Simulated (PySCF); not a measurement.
**²⁹Si chemical shifts**

Computed data (PySCF 2.14.0 with density-fitted response routines): NMR shieldings at PBE0/pcSseg-1/GIAO, GFN2-xTB geometry. Non-relativistic Hamiltonian, isolated molecule, fast rotation and ring inversion assumed for equivalent nuclei, one conformer.

Shieldings were converted by a linear fit to measured shifts: ²⁹Si: δ = 279.94 − 0.822σ (rms 8.9 ppm, 72 shifts, 25.8 ppm with the 6 outliers that the fit left out vs TMS, solution or neat liquid). A few per cent of atoms miss by over 2 rms, more outside the fitted compound classes.

Problem. Give the ²⁹Si shifts of `C[C@@H](F)[C@@H]1CS[SiH2]S1`, `CCC[Si@](N)(P)N[SiH3]`, `NC/C=C\N([SiH3])[SiH2]F`, `FC[SiH]1SCCCS1`, `Cc1ccpc(C)c1[SiH3]`.

Solution. 
```
                                                    compound                                        environment  δ (ppm)
                                 C[C@@H](F)[C@@H]1CS[SiH2]S1   silicon bonded to 2 S, 2 H, in a 5-membered ring     -6.2
[CH3:1][CH2:2][CH2:3][Si@:4]([NH2:5])([PH2:6])[NH:7][SiH3:8]                   Si4: silicon bonded to C, 2 N, P     -0.6
[CH3:1][CH2:2][CH2:3][Si@:4]([NH2:5])([PH2:6])[NH:7][SiH3:8]                      Si8: silicon bonded to N, 3 H    -55.7
   [NH2:1][CH2:2]/[CH:3]=[CH:4]\[N:5]([SiH3:6])[SiH2:7][F:8]                   Si7: silicon bonded to F, N, 2 H    -20.7
   [NH2:1][CH2:2]/[CH:3]=[CH:4]\[N:5]([SiH3:6])[SiH2:7][F:8]                      Si6: silicon bonded to N, 3 H    -97.7
                                              FC[SiH]1SCCCS1  silicon bonded to C, 2 S, H, in a 6-membered ring     -4.6
                                          Cc1ccpc(C)c1[SiH3]                           silicon bonded to C, 3 H    -82.8
```
